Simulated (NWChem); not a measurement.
Species: ZnCl cation; SMILES [Cl][Zn+]

All runs: NWChem. Medium grid unless said otherwise, to which SCAN and Minnesota functionals are sensitive. All runs use the structure optimised with PBE0/def2-SVP. B3LYP is NWChem's, with the RPA form of VWN correlation.

Problem. Order these by “orbital gap (eV)”, lowest first: M05-2X/def2-SVP; B3LYP/def2-SVP; LC-BLYP (range parameter 0.33 per bohr)/def2-SVP; M06/def2-SVP; TPSS/def2-SVP.

Solution. TPSS/def2-SVP (1.95), B3LYP/def2-SVP (3.21), M06/def2-SVP (3.85), M05-2X/def2-SVP (6.16), LC-BLYP (range parameter 0.33 per bohr)/def2-SVP (7.83)
